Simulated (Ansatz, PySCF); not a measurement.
C5H7F, SMILES C#C[C@@H](CC)F. Atoms are numbered in the order given.

```xyz
13

C      2.0942     1.0648     0.6163
C      1.2729     0.3115     0.1443
C      0.2785    -0.6204    -0.3990
F     -0.1783    -0.1520    -1.6291
C     -0.9214    -0.8329     0.5260
C     -1.7200     0.4414     0.7858
H      2.8246     1.7364     1.0271
H      0.7734    -1.5899    -0.5900
H     -0.5485    -1.2643     1.4700
H     -1.5604    -1.5978     0.0543
H     -2.5959     0.2330     1.4186
H     -1.1042     1.2004     1.2931
H     -2.0751     0.8725    -0.1619
```

Coordinates come from a B3LYP-D3(BJ)/def2-SVP optimisation. The structure was generated by enumeration; whether it is a known compound was not checked. Other conformers were not sampled.

Two levels are set side by side: PBE-D3(BJ)/def2-SVP (Ansatz, a quantum-chemistry and plane-wave program) and B3LYP-D3(BJ)/def2-SVP (Ansatz). Each level has its own optimised geometry; the coordinates shown are those of the second. Frequencies come from the Hessian of PySCF at each geometry. Differences are taken from unrounded values.

```
quantity                            B3LYP-D3(BJ)  PBE-D3(BJ)  PBE-D3(BJ) minus B3LYP-D3(BJ)
----------------------------------  ------------  ----------  -----------------------------
mean bond length (Å)                       1.234       1.241                          0.007
bond C1–C2 (Å)                             1.210       1.222                          0.012
bond C2–C3 (Å)                             1.467       1.467                          0.000
bond C3–F4 (Å)                             1.393       1.402                          0.009
bond C3–C5 (Å)                             1.530       1.534                          0.004
bond C5–C6 (Å)                             1.526       1.527                          0.001
bond C1–H7 (Å)                             1.074       1.081                          0.007
bond C3–H8 (Å)                             1.105       1.115                          0.010
bond C5–H9 (Å)                             1.103       1.111                          0.008
bond C5–H10 (Å)                            1.103       1.111                          0.008
bond C6–H11 (Å)                            1.101       1.108                          0.007
bond C6–H12 (Å)                            1.101       1.109                          0.008
bond C6–H13 (Å)                            1.100       1.108                          0.008
highest harmonic wavenumber (cm⁻¹)          3469        3406                            -64
mean harmonic wavenumber (cm⁻¹)             1403        1363                            -40
zero-point energy (kcal/mol)               66.19       64.32                          -1.87
```

GGA bonds tend to be longer and softer than those of functionals with exact exchange. Differences between two approximate levels are no errors against the true value.
